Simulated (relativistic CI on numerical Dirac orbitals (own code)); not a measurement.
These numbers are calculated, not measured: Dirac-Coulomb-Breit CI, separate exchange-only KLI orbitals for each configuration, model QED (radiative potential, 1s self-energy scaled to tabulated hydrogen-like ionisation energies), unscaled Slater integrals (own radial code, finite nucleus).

The strongest absorption lines from the ground level of an ion, among the configurations computed and to levels below about 1500 eV (vacuum wavelength in Å, gf): 14.197 (0.13), 16.776 (0.52), 19.623 (0.061), 20.489 (0.59), 21.264 (0.41), 40.309 (5.4), 49.784 (0.15), 54.477 (0.0004).

(1) Which ion is it?
A. Tl³³⁺
B. Pt³²⁺
C. Tl³⁵⁺
D. Fr⁴¹⁺

## Answers

(1) C. Tl³⁵⁺ has 46 electrons and the ground level 4s2.4p6.4d10 1S_0; the strongest line goes to 4s2.4p6.4d9.4f 1P°_1. The pattern of lines fixes the number of electrons, and along that sequence the line energies rise steadily with the charge (about as its square where n changes within one kind of shell, about linearly where n is kept but much faster in heavy ions where fine structure, which grows about as Z⁴, sets the gap, and irregularly where shells cross), which fixes Z. Configurations outside the model, such as inner-shell arrays, can give stronger lines. At this charge energies of transitions that change n are usually good to better than 1 %, and those within a shell (Δn = 0) to a few per cent.

LS names give the leading component of a level, which can be under half, so a name can repeat, a term be missing and a line seem to break the LS rules.
